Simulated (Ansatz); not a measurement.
`[CH3][Ga]([SH])[SH]` and `[CH3][Ga]([SH])[Br]` differ in one atom or group.

Ansatz, PBE0-D4/def2-TZVP geometries, multiplicity 1. Each molecule was computed in one conformer, which needn't be the lowest.

Scalar relativity is left out up to krypton. Spin–orbit coupling is left out; it splits and shifts lone-pair levels of the heavy atoms by tenths of an eV.

| property | `[CH3][Ga]([SH])[SH]` |
| --- | --- |
| HOMO energy (ωB97M-V/def2-TZVPP) / eV | -9.52 |
| HOMO–LUMO gap (PBE/def2-TZVPP) / eV | 4.69 |
| LUMO energy (PBE0/def2-TZVPP) / eV | -0.72 |
| LUMO energy (ωB97M-V/def2-TZVPP) / eV | 1.00 |
| zero-point energy (PBE0-D4/def2-TZVP) / kJ/mol | 144.1 |
| HOMO energy (PBE0/def2-TZVPP) / eV | -7.37 |

Q: Give the same properties after the change, and the shifts. (Estimate.)

A: Computed: 
```json
{"property": "HOMO energy (ωB97M-V/def2-TZVPP) / eV", "`[CH3][Ga]([SH])[Br]`": "-9.98", "shift": "-0.46"}
{"property": "HOMO–LUMO gap (PBE/def2-TZVPP) / eV", "`[CH3][Ga]([SH])[Br]`": "4.78", "shift": "0.09"}
{"property": "LUMO energy (PBE0/def2-TZVPP) / eV", "`[CH3][Ga]([SH])[Br]`": "-1.05", "shift": "-0.33"}
{"property": "LUMO energy (ωB97M-V/def2-TZVPP) / eV", "`[CH3][Ga]([SH])[Br]`": "0.67", "shift": "-0.33"}
{"property": "zero-point energy (PBE0-D4/def2-TZVP) / kJ/mol", "`[CH3][Ga]([SH])[Br]`": "121.9", "shift": "-22.2"}
{"property": "HOMO energy (PBE0/def2-TZVPP) / eV", "`[CH3][Ga]([SH])[Br]`": "-7.80", "shift": "-0.43"}
```

With PBE0 the HOMO falls by 0.43 eV and the LUMO falls by 0.33 eV, so the gap widens by about 0.10 eV. PBE moves the HOMO by -0.43 eV and ωB97M-V by -0.46 eV. The zero-point energy changes by -22.2 kJ/mol with -3 modes.

Positive LUMOs are unbound, so they and the gaps depend on the basis.
